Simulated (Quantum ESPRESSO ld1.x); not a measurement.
Q: Radial electron density D(r) = 4 pi r^2 rho(r) of an atom or ion with 23 electrons. Method: scalar-relativistic Kohn-Sham, LDA (Slater exchange, Perdew-Wang correlation), spin-polarised, spherical densities, point nucleus; computed with ld1.x of Quantum ESPRESSO 7.5.

r (bohr),D(r) (e/bohr),spin D(r)
0.001429,7.314,-0.000443
0.001598,8.724,-0.000528
0.001802,10.51,-0.000635
0.002032,12.61,-0.000760
0.002291,15.08,-0.000906
0.002583,17.96,-0.00108
0.002912,21.28,-0.00127
0.003283,25.08,-0.00149
0.003702,29.38,-0.00174
0.004174,34.19,-0.00201
0.004706,39.48,-0.00231
0.005264,44.80,-0.00260
0.005935,50.83,-0.00292
0.006692,57.06,-0.00324
0.007545,63.29,-0.00352
0.008507,69.27,-0.00375
0.009591,74.71,-0.00384
0.01081,79.29,-0.00372
0.01219,82.71,-0.00321
0.01375,84.73,-0.00201
0.0155,85.20,0.000444
0.01748,84.20,0.00517
0.01955,82.17,0.0132
0.02204,79.37,0.0288
0.02485,76.69,0.0569
0.02802,75.06,0.107
0.03159,75.40,0.194
0.03562,78.33,0.343
0.04016,83.92,0.591
0.04528,91.48,0.994
0.05105,99.51,1.62
0.05756,105.9,2.58
0.06438,108.6,3.87
0.07259,106.5,5.78
0.08185,99.06,8.31
0.09228,87.80,11.5
0.1041,75.74,15.2
0.1173,66.38,19.1
0.1323,62.20,22.7
0.1491,63.40,25.4
0.1682,67.50,26.6
0.1896,70.36,25.8
0.2138,68.22,22.9
0.2391,60.35,18.9
0.2696,46.98,13.8
0.304,31.85,9.00
0.3427,18.55,5.13
0.3864,9.131,2.52
0.4357,3.736,1.05
0.4912,1.245,0.360
0.5538,0.3303,0.0999
0.6245,0.06798,0.0218
0.7041,0.01054,0.00365
0.7875,0.001393,0.000522
0.8879,0.0001134,0.0000467

What is the nuclear charge?

A: Z = 64. The innermost maximum, from 1s, lies near gamma/Z bohr with gamma = sqrt(1 - (Z/c)^2) = 0.884, here 0.0138 bohr (found: 0.0151), and its height grows with Z. The density is that of the gadolinium ion Gd41+ in [Ar] 3d5; the configuration itself is not fixed sharply by these data, and Z only to a few units. D(r) has 3 maxima, at r = 0.0151, 0.0654, 0.193 bohr, and minima at 0.0292, 0.137 bohr, inside which lie 1.94, 11.14 electrons.
